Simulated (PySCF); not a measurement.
# Dipole response of Ti²⁺ (titanium, charge +2)

[Ar] 3d2, high-spin 3F determinant. Computed with PySCF 2.14 in ANO-RCC-VTZP (6s5p3d2f1g, 59 functions), with scalar relativity by spin-free X2C-1e. Coupled (time-dependent) response in atomic units; α is the mean over directions. The basis has no added diffuse functions, which lowers α and C₆.

```csv
method,mean α (bohr³),C₆ (like pair),S(−4)
UHF,4.133,12.59,11.26
PBE,5.026,15.05,25.30
PBE0,4.671,14.08,18.85
B3LYP,4.743,14.30,20.00
```

S(−4) is the Cauchy moment in α(ω) = α(0) + S(−4) ω² + …

α(iu) at PBE0:

```csv
u (hartree),α(iu) (bohr³)
0,4.671
0.0500,4.625
0.100,4.498
0.200,4.114
0.300,3.713
0.500,3.087
0.750,2.537
1.00,2.113
1.50,1.491
2.00,1.080
3.00,0.6229
5.00,0.2767
```

A single London oscillator, α(iu) = α/(1 + u²/ω²), gives C₆ = (3/4) ω α². Matching the computed C₆ needs ω = 4 × 14.08 / (3 × 4.671²) = 0.860 hartree.

For an ion, C₆ is the dispersion term alone; charge-induced terms of lower order in 1/R come first.
